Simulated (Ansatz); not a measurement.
AgCl, singlet, geometry from GFN2-xTB (such geometries of metal compounds can be far from the true shape) (all electrons, no relativity). Base run: Ansatz (a program for electronic structure) with HF/3-21G.

Ansatz was given this input:
Ansatz 0.2 input:
```yaml
crystal:
  periodic: [false, false, false]
  atoms:
    - {symbol: Ag, position_ang: [-0.00000000, -0.00000000, -0.58724977]}
    - {symbol: Cl, position_ang: [0.00000000, 0.00000000, 1.62357288]}
basis:
  gaussian:
    orbitals: 3-21G.json
hamiltonian:
  xc: hf
```
The basis file holds 3-21G in the JSON format of the Basis Set Exchange.

Each row names what was changed in the base input (with any setting that the change needs).

```tsv
change	basis functions	E (Eh)
base	52	-5631.16383
basis = ANO-RCC-VDZP; relativity = spin-free X2C; nucleus = Gaussian	61	-5773.61358
basis = ANO-RCC-VDZP; relativity = none	61	-5537.79935
basis = jorge-DZP-DKH; relativity = spin-free X2C	72	-5771.03400
basis = x2c-TZVPall; relativity = spin-free X2C; nucleus = Gaussian	100	-5773.77339
basis = jorge-DZP-DKH; relativity = none	72	-5619.04681
basis = x2c-TZVPall; relativity = spin-free X2C	100	-5773.86794
basis = x2c-TZVPall; relativity = none	100	-5581.94361
basis = ANO-RCC-VDZP; relativity = spin-free X2C	61	-5773.72613
basis = jorge-DZP-DKH; relativity = spin-free X2C; nucleus = Gaussian	72	-5770.93701
```

Totals shift with the method and basis; they matter in differences.

Ansatz warned in this series: the basis is contracted for relativity, which the run leaves out.

Basis sets contracted for a relativistic Hamiltonian are a mismatch without it, so the rows without relativity aren't non-relativistic limits. No row has spin-orbit coupling; sets with core potentials leave out the core electrons.
